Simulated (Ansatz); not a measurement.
C₂H₅ClO₂Si (`CC(=O)O[SiH2]Cl`). Total charge 0; spin multiplicity 1.

| atom | x (Å) | y (Å) | z (Å) |
| --- | --- | --- | --- |
| C1 | 1.502 | 1.208 | -0.473 |
| C2 | 0.673 | 0.095 | 0.071 |
| O3 | 1.075 | -0.829 | 0.734 |
| O4 | -0.628 | 0.192 | -0.244 |
| Si5 | -1.551 | -1.077 | 0.381 |
| Cl6 | -3.442 | -0.641 | -0.263 |
| H7 | 2.542 | 1.071 | -0.187 |
| H8 | 1.127 | 2.161 | -0.093 |
| H9 | 1.408 | 1.235 | -1.561 |
| H10 | -1.152 | -2.362 | -0.217 |
| H11 | -1.554 | -1.052 | 1.853 |

Question: List the harmonic frequencies (cm⁻¹, unscaled) at PBE0-D4/def2-TZVP in Ansatz. (Best estimate.)

Answer: Computed: 88, 99, 99, 129, 184, 382, 544, 591, 625, 656, 742, 818, 870, 934, 961, 1028, 1066, 1304, 1403, 1458, 1465, 1803, 2288, 2305, 3074, 3144, 3193.

Question: Is this a minimum?

Answer: Yes, all 27 modes are real.

Question: Give the ideal-gas thermochemistry at 298.15 K and 1 bar (rigid rotor, harmonic oscillator; point group Cs, symmetry number 1).

Answer: Zero-point energy 186.9 kJ/mol; H(298) − E = 209.7 kJ/mol; entropy 369.6 J/(mol·K), of which translation 169.0, rotation 117.8, vibration 82.8; G(298) − E = 99.4 kJ/mol. Modes under 100 cm⁻¹ are hindered rotations or soft bends, so the harmonic entropy is rough.

Question: And at 400, 500, 600, 800 and 1000 K?

Answer: 
```json
{"T (K)": "400", "H − E (kJ/mol)": "222.4", "S (J/mol/K)": "406.2", "G − E (kJ/mol)": "59.9"}
{"T (K)": "500", "H − E (kJ/mol)": "236.9", "S (J/mol/K)": "438.5", "G − E (kJ/mol)": "17.6"}
{"T (K)": "600", "H − E (kJ/mol)": "253.1", "S (J/mol/K)": "467.9", "G − E (kJ/mol)": "-27.7"}
{"T (K)": "800", "H − E (kJ/mol)": "289.1", "S (J/mol/K)": "519.6", "G − E (kJ/mol)": "-126.6"}
{"T (K)": "1000", "H − E (kJ/mol)": "328.9", "S (J/mol/K)": "563.9", "G − E (kJ/mol)": "-235.1"}
```
